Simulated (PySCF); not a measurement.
LaN from Hartree–Fock to correlated methods

State: singlet, about 0.2 electrons in the 4f shell (Mulliken). Set-up: PySCF, spin-free X2C with a Gaussian nucleus, basis sets La x2c-SVPall, N x2c-SVPall. De refers to La (5d1 6s2) + N in their high-spin ground configurations, without counterpoise correction. A positive dipole means La(−)N(+).

```csv
Level,Re (Å),ωe (cm⁻¹),De (eV),μ (D),"CPU s a point (SCF and correlation, without the integrals)"
RHF,1.781,987,n/a,-8.53,0.46
RHF-MP2,1.888,742,n/a,n/a,0.73
RHF-SCS-MP2,1.878,764,n/a,n/a,n/a
RHF-CCSD,1.824,896,4.47,n/a,n/a
RHF-CCSD(T),1.843,847,4.85,n/a,11
PBE,1.820,879,6.39,-6.83,3.6
PBEsol,1.812,894,6.72,-6.78,2.9
BP86,1.826,868,6.29,-6.80,3.1
r²SCAN,1.814,890,5.54,-6.98,5.4
PBE0,1.798,930,5.65,-7.30,5.6
```

**Question.** Which functional lies closest to RHF-CCSD(T) in De, which farthest, and by how much do they differ from it?

**Answer.** Closest is r²SCAN (-2.9 pm in Re, +5.1 % in ωe, +0.69 eV in De against RHF-CCSD(T) in the same basis), farthest PBEsol (-3.1 pm in Re, +5.5 % in ωe, +1.87 eV in De). CCSD(T) converges more slowly with the basis than the functionals do and binds too weakly in this one, so the order can change at the basis-set limit.

**Question.** What does a quarter of exact exchange do here, going from PBE to PBE0?

**Answer.** PBE0 less PBE: -2.2 pm in Re, +5.8 % in ωe, -0.74 eV in De. Exact exchange removes part of the self-interaction that spreads semilocal densities, and in most molecules shortens and stiffens the bond and lowers De; so it does here.

**Question.** What does the triples do here, going from RHF-CCSD to RHF-CCSD(T)?

**Answer.** RHF-CCSD(T) less RHF-CCSD: +1.9 pm in Re, -5.5 % in ωe, +0.38 eV in De. Correlation nearly always deepens the well. The bond lengthens, as in strong covalent bonds, where excitations into antibonding orbitals dominate.

Correlated steps freeze 19 core orbitals. Correlated levels converge slowly with the basis: in double zeta they bind strong bonds too weakly, by up to about 1 eV, and carry superposition errors of some tenths. These are scalar-relativistic numbers at best; spin–orbit coupling would shift them, the dissociation energy most. Where the molecule has an RHF reference, its open-shell atoms are computed with UHF. The CCSD T1 diagnostic is raised, a sign that a single reference may not be enough here.

The whole job (state search and all levels along the bond) took about 5 min on 2 threads of Arm Neoverse V1 (shared host), peak memory 1.8 GiB.
